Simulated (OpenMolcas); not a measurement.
Te II: Slater's ratio, thermal populations, worked from levels

```
Program             : OpenMolcas 26.06
Basis               : ANO-RCC [10s9p8d5f3g]
Scalar Hamiltonian  : DKH2, point nucleus
Active space        : 5 electrons in 9 orbitals (RAS2 5s 5p; RAS3 5d, at most 2 electrons)
State averaging     : 2S+1 = 4 odd, 1 root; 2S+1 = 2 odd, 8 roots; 2S+1 = 4 even, 3 roots; 2S+1 = 2 even, 8 roots
Spin-orbit coupling : RASSI with atomic mean-field integrals over the reference wave functions, term energies averaged over their components
```

Methods: RASSCF; SS-RASPT2, IPEA 0.25 Eh, imaginary shift 0.1 Eh (closed shells correlated: 4d). Measured levels: NIST Handbook of Basic Atomic Spectroscopic Data.

**Slater's ratio.** With one set of orbitals, p3 has 2D* - 4S* = 9 F2 and 2P* - 2D* = 6 F2 (F2 = F²/25), a ratio of 2/3. Term energies are centres of gravity, weighted by 2J + 1.

| Source | 2D* - 4S* | 2P* - 4S* | F2 from the first | Ratio |
| --- | --- | --- | --- | --- |
| RASSCF | 14776 | 25635 | 1642 | 0.735 |
| SS-RASPT2 | 11602 | 22721 | 1289 | 0.958 |
| measured | 11542 | 22870 | 1282 | 0.981 |

Energies in cm-1. A ratio away from 2/3 shows effects beyond one configuration with one set of orbitals, and in heavier atoms second-order spin-orbit shifts.

**Thermal populations.** Z = Σ (2J + 1) exp(-E/kT) with k = 0.695035 cm-1/K, over the levels below. No other level of either list lies under 76800 cm-1, which is above 7 kT at each temperature.

| Level | 2J + 1 | SS-RASPT2 | measured |
| --- | --- | --- | --- |
| 5s2 5p3 4S* 3/2 | 4 | 0.0 | 0.0 |
| 5s2 5p3 2D* 3/2 | 4 | 10540 | 10222 |
| 5s2 5p3 2D* 5/2 | 6 | 12310 | 12422 |
| 5s2 5p3 2P* 1/2 | 2 | 21010 | 20547 |
| 5s2 5p3 2P* 3/2 | 4 | 23580 | 24032 |
| 5s 5p4 4P 5/2 | 6 | 71450 | 71193 |
| 5s 5p4 4P 3/2 | 4 | 74820 | 74893 |

| T (K) | Z, SS-RASPT2 | Z, measured levels | Ground level (%), SS-RASPT2 | Ground level (%), measured levels |
| --- | --- | --- | --- | --- |
| 5000 | 4.376 | 4.389 | 91.4 | 91.1 |
| 8000 | 5.360 | 5.382 | 74.6 | 74.3 |
| 12000 | 6.901 | 6.924 | 58.0 | 57.8 |

At 12000 K, kT = 8340 cm-1, and the computed levels give Z = 4.000 + 1.130 + 1.371 + 0.161 + 0.237 + 0.001 + 0.001 = 6.901.

CASPT2 breaks the degeneracy within a term, and the mean is taken; among the terms shown or strongly mixed into the levels shown the widest spread is 14 cm-1 (5s2 5p3 2D*, SS-RASPT2). The run also gave levels led by 5s2 5p2 5d, which use shells meant for correlation; these and all levels above them are left out. Some terms mix strongly with configurations of 5d, whose occupation reaches 0.21 (5s 5p4 4P). Measured partners are found by configuration, term and J. A level has none where our copy of the source lacks it or the pairing is in doubt (some pairs that miss far off the trend of their configuration count as doubtful), and it then counts in no deviation. Only configurations of the active space appear.

* marks odd parity.
